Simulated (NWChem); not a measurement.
System: CrHSO$_{2}$Cl; SMILES [O]=[Cr]([OH])(=[S])[Cl]

NWChem input:

```
start job
memory heap 200 mb stack 900 mb global 1100 mb
geometry units angstroms noautoz
  Cr    -0.256018     0.138530    -0.014945
  O     -1.062373     0.211183     1.313208
  S      1.158941     1.559626    -0.031449
  Cl     0.675974    -1.785516    -0.133794
  O     -1.311413     0.386866    -1.376242
  H     -2.245738     0.148042    -1.192999
end
basis spherical
  Cr library def2-svp
  O library def2-svp
  S library def2-svp
  Cl library def2-svp
  H library def2-svp
end
dft
  xc xwpbe 1.00 cpbe96 1.0 hfexch 1.00
  cam 0.4 cam_alpha 0.0 cam_beta 1.0
  iterations 150
  mulliken
end
task dft energy
```

Excerpt of the output:

```
             Northwest Computational Chemistry Package (NWChem) 7.3.0
             --------------------------------------------------------

 C1  symmetry detected

                             Geometry "geometry" -> ""
                             -------------------------

 Output coordinates in angstroms (scale by  1.889725989 to convert to a.u.)

  No.       Tag          Charge          X              Y              Z
 ---- ---------------- ---------- -------------- -------------- --------------
    1 Cr                  24.0000    -0.28739616     0.09508698     0.07797203
    2 O                    8.0000    -0.95627602     0.17914913     1.47976036
    3 S                   16.0000     1.08699738     1.54352794    -0.10899423
    4 Cl                  17.0000     0.66981687    -1.81200096    -0.09935812
    5 O                    8.0000    -1.48063204     0.29398712    -1.17314177
    6 H                    1.0000    -2.38607257     0.04039187    -0.89128187

 Effective nuclear repulsion energy (a.u.)     488.6726290919

  pbe96 is a nonlocal functional; adding pw91lda local functional.

                                 NWChem DFT Module
                                 -----------------

 Summary of "ao basis" -> "ao basis" (spherical)
 ------------------------------------------------------------------------------
       Tag                 Description            Shells   Functions and Types
 ---------------- ------------------------------  ------  ---------------------
 Cr                         def2-svp                11       31   5s3p2d1f
 O                          def2-svp                 6       14   3s2p1d
 S                          def2-svp                 8       18   4s3p1d
 Cl                         def2-svp                 8       18   4s3p1d
 H                          def2-svp                 3        5   2s1p

            General Information
            -------------------
          SCF calculation type: DFT
          Wavefunction type:  closed shell.
          No. of atoms     :     6
          No. of electrons :    74
           Alpha electrons :    37
            Beta electrons :    37
          Charge           :     0
          Spin multiplicity:     1
          Use of symmetry is: off; symmetry adaption is: off
          Maximum number of iterations: 150
          AO basis - number of functions:   100
                     number of shells:    42
          Convergence on energy requested:  1.00D-06
          Convergence on density requested:  1.00D-05
          Convergence on gradient requested:  5.00D-04

              XC Information
              --------------
                     Hartree-Fock (Exact) Exchange  1.000
                     LC-wPBE(h)Exchange Functional  1.000
            Perdew 1991 LDA Correlation Functional  1.000 local
           PerdewBurkeErnz. Correlation Functional  1.000 non-local

           Range-Separation Parameters
           ---------------------------
           Alpha           :  0.00
           Beta            :  1.00
           Gamma           :  0.40
           Short-Range HF  :     F

             Grid Information
             ----------------
          Grid used for XC integration:  medium
          Radial quadrature: Mura-Knowles
          Angular quadrature: Lebedev.
          Tag              B.-S. Rad. Rad. Pts. Rad. Cut. Ang. Pts.
          ---              ---------- --------- --------- ---------
          Cr                  1.40      112           9.0       590
          O                   0.60       49           8.0       434
          S                   1.00       88          10.0       590
          Cl                  1.00       88          10.0       590
          H                   0.35       45          10.0       434
          Grid pruning is: on
          Number of quadrature shells:   431
          Spatial weights used:  Erf1

      Superposition of Atomic Density Guess
      -------------------------------------

 Sum of atomic energies:       -2049.58505517

      Non-variational initial energy
      ------------------------------

 Total energy =   -2049.729056
 1-e energy   =   -3798.415022
 2-e energy   =    1260.013337
 HOMO         =      -0.339726
 LUMO         =      -0.079845

     ---------------------------------------------
      Total Density - Mulliken Population Analysis
     ---------------------------------------------

    Atom       Charge   Shell Charges
 -----------   ------   -------------------------------------------------------
    1 Cr  24    21.02   2.00  2.00  2.01  0.32  0.00  6.00  6.02  0.51  1.29  0.87  0.01
    2 O    8     9.16   1.99  1.16  0.78  3.21  2.01  0.01
    3 S   16    16.84   2.00  1.99  1.24  0.66  5.94  1.97  3.01  0.02
    4 Cl  17    17.45   2.00  1.99  1.23  0.70  5.94  2.20  3.37  0.01
    5 O    8     8.89   1.99  1.11  0.69  3.11  1.99  0.00
    6 H    1     0.63   0.50  0.07  0.06

   convergence    iter        energy       DeltaE   RMS-Dens  Diis-err
 ---------------- ----- ----------------- --------- --------- ---------
 d= 0,ls=0.0,diis     1  -2051.4067056404 -2.54D+03  5.85D-02  1.07D+01
 d= 0,ls=0.0,diis     2  -2036.2549956417  1.52D+01  5.21D-02  9.00D+01
 d= 0,ls=0.0,diis     3  -2052.6064221695 -1.64D+01  1.06D-02  1.82D+00
 d= 0,ls=0.0,diis     4  -2052.6552046409 -4.88D-02  5.13D-03  1.51D+00
 d= 0,ls=0.0,diis     5  -2052.7826681108 -1.27D-01  2.32D-03  2.11D-01
  Resetting Diis
 d= 0,ls=0.0,diis     6  -2052.7820282659  6.40D-04  6.86D-04  2.17D-01
 d= 0,ls=0.0,diis     7  -2052.7845424942 -2.51D-03  7.94D-03  2.07D-01
 d= 0,ls=0.0,diis     8  -2052.4485448584  3.36D-01  6.17D-03  4.69D+00
 d= 0,ls=0.0,diis     9  -2052.8018268451 -3.53D-01  3.53D-04  6.54D-03
 d= 0,ls=0.0,diis    10  -2052.8023964163 -5.70D-04  1.31D-04  7.26D-04
 d= 0,ls=0.0,diis    11  -2052.8024846119 -8.82D-05  1.87D-04  7.20D-05
 d= 0,ls=0.0,diis    12  -2052.8025398017 -5.52D-05  2.40D-04  3.47D-05
 d= 0,ls=0.0,diis    13  -2052.8025804483 -4.06D-05  7.93D-05  9.00D-06
 d= 0,ls=0.0,diis    14  -2052.8025871419 -6.69D-06  5.55D-05  2.82D-06
 d= 0,ls=0.0,diis    15  -2052.8025905470 -3.41D-06  5.78D-05  8.63D-07
 d= 0,ls=0.0,diis    16  -2052.8025924187 -1.87D-06  3.00D-05  1.80D-07
 d= 0,ls=0.0,diis    17  -2052.8025928016 -3.83D-07  1.00D-05  3.43D-08

         Total DFT energy =    -2052.802592801634
      One electron energy =    -3799.646545221770
           Coulomb energy =     1377.269916561026
    Exchange-Corr. energy =     -119.098593232758
 Nuclear repulsion energy =      488.672629091868

 Numeric. integr. density =       74.000002603302

                       DFT Final Molecular Orbital Analysis
                       ------------------------------------

 Vector   35  Occ=2.000000D+00  E=-4.445227D-01
              MO Center=  3.9D-01, -1.3D+00, -8.7D-02, r^2= 2.7D+00
   Bfn.  Coefficient  Atom+Function         Bfn.  Coefficient  Atom+Function
  ----- ------------  ---------------      ----- ------------  ---------------
    76      0.571832  4 Cl pz                73      0.432726  4 Cl pz
    70      0.251167  4 Cl pz                87     -0.139020  5 O  pz
    37     -0.118682  2 O  pz                86     -0.114331  5 O  py
    58      0.110290  3 S  pz                90     -0.105387  5 O  pz
    36      0.097931  2 O  py                35     -0.090144  2 O  px

 Vector   36  Occ=2.000000D+00  E=-4.077241D-01
              MO Center=  3.9D-01,  4.3D-01, -2.1D-01, r^2= 3.9D+00
   Bfn.  Coefficient  Atom+Function         Bfn.  Coefficient  Atom+Function
  ----- ------------  ---------------      ----- ------------  ---------------
    58      0.318749  3 S  pz                74     -0.301751  4 Cl px
    55      0.248133  3 S  pz                56      0.246534  3 S  px
    86      0.237708  5 O  py                19      0.228107  1 Cr d  2
    71     -0.220881  4 Cl px                53      0.195636  3 S  px
    89      0.188513  5 O  py                57     -0.147216  3 S  py

 Vector   37  Occ=2.000000D+00  E=-3.974657D-01
              MO Center=  6.6D-01,  6.7D-01,  1.1D-01, r^2= 3.6D+00
   Bfn.  Coefficient  Atom+Function         Bfn.  Coefficient  Atom+Function
  ----- ------------  ---------------      ----- ------------  ---------------
    58      0.417467  3 S  pz                55      0.317413  3 S  pz
    74      0.252005  4 Cl px                57      0.248164  3 S  py
    36     -0.205421  2 O  py                54      0.195436  3 S  py
    71      0.182359  4 Cl px                52      0.178007  3 S  pz
    39     -0.155935  2 O  py                56     -0.140481  3 S  px

 Vector   38  Occ=0.000000D+00  E=-9.430561D-02
              MO Center=  2.0D-01,  5.8D-01,  4.6D-02, r^2= 2.5D+00
   Bfn.  Coefficient  Atom+Function         Bfn.  Coefficient  Atom+Function
  ----- ------------  ---------------      ----- ------------  ---------------
    19      0.646968  1 Cr d  2              56     -0.360596  3 S  px
    57      0.298058  3 S  py                53     -0.219602  3 S  px
    24      0.201735  1 Cr d  2              54      0.167382  3 S  py
    17     -0.160626  1 Cr d  0              74     -0.153298  4 Cl px
    35      0.142283  2 O  px                50     -0.125988  3 S  px

 Vector   39  Occ=0.000000D+00  E=-8.777259D-02
              MO Center= -2.2D-01,  2.1D-01, -2.9D-02, r^2= 2.1D+00
   Bfn.  Coefficient  Atom+Function         Bfn.  Coefficient  Atom+Function
  ----- ------------  ---------------      ----- ------------  ---------------
    16      0.643436  1 Cr d -1              15      0.371043  1 Cr d -2
    58     -0.258559  3 S  pz                86      0.224304  5 O  py
    89      0.203282  5 O  py                21      0.200289  1 Cr d -1
    36     -0.168667  2 O  py                39     -0.151827  2 O  py
    55     -0.144953  3 S  pz                76      0.137027  4 Cl pz

[...]
```

Level: LC-wPBE (HJS exchange hole, range parameter 0.4 per bohr)/def2-SVP. Geometry: optimised at PBE-D3(BJ)/def2-SVP.
